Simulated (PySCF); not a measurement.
- shieldings: GIAO PBE0/pcSseg-1
- structure optimised with GFN2-xTB
- code: PySCF
- one conformer, isolated molecule, fast rotation and ring inversion assumed for equivalent nuclei, no relativistic terms

Scale: ¹H and ¹³C against TMS (reference shieldings calculated alike). Shifts are as computed. Against solution values, carbons near 30 ppm lie about +3 ppm off and those near 130 ppm about +5 ppm. Of 1309 compounds with measured shifts, 239 miss one by over three times the rms of a fit or turn the order of signals round; such compounds aren't used in these exercises. OH and NH positions are gas-phase values without hydrogen bonding to other molecules.

Task: Order these molecules by the shift of their most shielded carbon, lowest δ first.
A. CO/C(F)=C\C#C[SiH3]
B. C=C[SiH2]/C(F)=C\C=O
C. O=C/C=C/C(=O)CC[SiH3]
D. FC(F)C1=C[Si@H](N[SiH3])C=C1
E. C#C[Si@@H](C=O)[C@@H](C)F

Result: C (4.2 ppm, sp3 CH2 bonded to Si), E (20.6 ppm, methyl carbon), A (55.1 ppm, methyl carbon bonded to O), D (119.7 ppm, allylic sp3 CH bonded to 2 F), B (124.2 ppm, α carbon of a C=C–C=O unit).

Task: Order these molecules by the shift of their most deshielded carbon, lowest δ first.
A. C#C[Si@@H](C=O)[C@@H](C)F
B. CO/C(F)=C\C#C[SiH3]
C. FC(F)C1=C[Si@H](N[SiH3])C=C1
D. O=C/C=C/C(=O)CC[SiH3]

Result: C (161.9 ppm, fully substituted alkene carbon), B (179.1 ppm, alkene carbon bearing oxygen), D (212.6 ppm, ketone carbonyl carbon), A (242.7 ppm, carbonyl carbon).

Task: How many ¹³C and ¹H signals does each give (equivalence by symmetry and fast rotation, but not about amide C–N or C=N bonds)? `O=C/C=C/C(=O)CC[SiH3]`, `FC(F)C1=C[Si@H](N[SiH3])C=C1`, `C=C[SiH2]/C(F)=C\C=O`, `CO/C(F)=C\C#C[SiH3]`, `C#C[Si@@H](C=O)[C@@H](C)F`

Result: O=C/C=C/C(=O)CC[SiH3]: 6 C, 6 H; FC(F)C1=C[Si@H](N[SiH3])C=C1: 5 C, 7 H; C=C[SiH2]/C(F)=C\C=O: 5 C, 6 H; CO/C(F)=C\C#C[SiH3]: 5 C, 3 H; C#C[Si@@H](C=O)[C@@H](C)F: 5 C, 5 H.
